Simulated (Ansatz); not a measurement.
Gas-phase electronic energies from Ansatz, PBE0-D4/def2-TZVP geometries. CCSD(T)/CBS is the MP2 limit (def2-TZVPP, def2-QZVPP) plus CCSD(T) − MP2 in def2-TZVPP, frozen cores. Functionals use def2-TZVPP. B3LYP here is the variant with VWN-RPA as its local correlation; programs differ in this. HSE06 is defined as in plane-wave codes. Each species was taken in one conformer, which may not be the lowest.

Consider the ligand exchange at the Si–O bond: `N[SiH2]OCF` + `N=C(N)F` → `N[SiH2]/N=C(/N)F` + `OCF`.

```tsv
level	ΔE (kJ/mol)	difference from CCSD(T)/CBS
LDA (SPW92)	32.3	-5.8
r2SCAN-D4	35.5	-2.6
B3LYP-D4	36.3	-1.8
r2SCANh-D4	35.7	-2.4
r2SCAN0-D4	36.0	-2.1
HSE06-D4	32.2	-5.9
ωB97X-V	38.4	0.3
B2PLYP	37.8	-0.3
PBE	31.7	-6.4
r2SCANh	36.1	-2.0
CCSD(T)/CBS	38.1	0
```

Task: What do rigid-rotor, harmonic-oscillator terms from PBE0-D4/def2-TZVP frequencies (298.15 K, 1 bar) make of the CCSD(T)/CBS value? (Best estimate.)

Result: Computed: ΔZPE = -0.9 kJ/mol, ΔH = +38.4 kJ/mol, ΔS = 9 J/(mol·K), ΔG = +35.8 kJ/mol. Modes under 50 cm⁻¹ make the entropy rough.

Largest T1 diagnostic among the species: 0.013.

Leaving LDA and LC-ωPBE aside and taking each functional with its dispersion term where it has one, the values, not all of them listed here, spread over 9.2 kJ/mol, from revPBE-D4 to CAM-B3LYP-D4. From BLYP to BHLYP (50 % exact exchange), in def2-TZVPP and without D4, ΔE moves by +4.1 kJ/mol. In def2-TZVPP, CCSD(T) changes the Hartree–Fock value by −4.8 kJ/mol (the triples alone add −1.5 kJ/mol) and MP2 by −8.1 kJ/mol.

CCSD(T)/CBS has its own doubt, a few kJ/mol and more with outer-core shells, so smaller differences from it don't rank the levels.
